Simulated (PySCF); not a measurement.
C₆ coefficients of unlike pairs at PBE

Calculated with PySCF 2.14 from the dipole response of each species, C₆(A,B) = (3/π) ∫ α_A(iu) α_B(iu) du, in atomic units, from isotropic polarisabilities. For ions this is the dispersion term alone; charge-induced terms of lower order in 1/R come first.

| species | configuration | basis | relativity | α (bohr³) | C₆ (like pair) |
| --- | --- | --- | --- | --- | --- |
| Mo³⁺ | [Kr] 4d3 (4F) | aug-cc-pVTZ-PP with ECP28MDF (6s6p5d3f2g) | core potential | 5.934 | 26.37 |
| As²⁺ | [Ar] 3d10 4s2 4p1 (2P) | aug-cc-pVQZ-PP with one added diffuse shell each of s, p, d, f, g type with ECP10MDF (8s7p6d4f3g) | core potential | 10.20 | 44.09 |
| Ar³⁺ | [Ne] 3s2 3p3 (4S) | aug-cc-pVQZ-DK (7s6p4d3f2g) | spin-free X2C | 3.553 | 9.664 |
| Ru⁺ | [Kr] 4d7 (4F) | aug-cc-pwCVDZ-PP with ECP28MDF (6s6p5d3f) | core potential | 15.32 | 94.57 |

Estimate C₆ for Ar³⁺ with Mo³⁺.

The integral gives 15.94. The combination rule 2 C_A C_B / (C_A α_B/α_A + C_B α_A/α_B) gives 15.96 and the geometric mean 15.96.

No spin-orbit coupling is included.

The other pairs:

```tsv
pair	C₆
Ru⁺, Mo³⁺	48.94
Ar³⁺, As²⁺	19.90
Ru⁺, As²⁺	64.07
As²⁺, Mo³⁺	32.64
Ru⁺, Ar³⁺	29.68
```
